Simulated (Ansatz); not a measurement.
Gas-phase electronic energies from Ansatz, PBE0-D4/def2-TZVP geometries. CCSD(T)/CBS adds triple-zeta CCSD(T) − MP2 to the extrapolated MP2 energy (def2 sets, frozen cores). DFT in def2-TZVPP. def2 core potentials past Kr. For Br, In outer-core shells are correlated without core-valence functions, which leaves a few kJ/mol of doubt a bond. Scalar relativity is left out up to krypton. Each species was taken in one conformer, which may not be the lowest.

Reaction (substitution at a C–Si bond): `C[SiH2][SiH]1B[SiH2]1` + `[OH][InH][Br]` → `C[O][InH][Br]` + `[SiH3][SiH]1B[SiH2]1`

| level | ΔE (eV) |
| --- | --- |
| r2SCAN-D4 | 0.96 |
| ωB97M-V | 0.97 |
| B2PLYP | 0.92 |
| r2SCAN | 0.95 |
| MP2/def2-TZVPP | 1.02 |
| HF/def2-QZVPP | 0.82 |
| HF/CBS(def2) | 0.82 |
| CCSD/CBS(def2) | 0.97 |

Question: What does CCSD(T)/CBS give? (Best estimate.)

Answer: Computed: +0.98 eV. The listed levels differ from it by -0.02, -0.01, -0.06, -0.03, 0.04, -0.16, -0.16, -0.01 eV.

Largest T1 diagnostic among the species: 0.016.

In def2-TZVPP, CCSD(T) changes the Hartree–Fock value by +0.12 eV (the triples alone add +0.01 eV) and MP2 by +0.20 eV.
